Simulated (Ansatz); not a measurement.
Predict a relaxed structure of the cluster TiO₄H₄ (the lowest singlet isomer of a short search), charge 0, singlet, at PBE-D4/def2-SVP (Ansatz).


```xyz
9

Ti   -0.216    0.197   -0.132
O    -0.304   -1.989   -0.242
O    -0.808    1.674    0.626
O    -0.717   -1.246    0.952
O     1.573    0.162   -0.349
H     0.608   -2.279    0.003
H    -0.960    0.268   -1.676
H     2.206    0.895   -0.249
H    -1.382    2.318    1.068
```
The metal has 5 neighbours: O 2.19 Å, O 1.76 Å, O 1.87 Å, O 1.80 Å, H 1.72 Å. This is one stationary point.

The structure holds one bond between oxygen atoms, so isomers without such links may lie far lower. The structure comes from a short search, and lower isomers may exist.
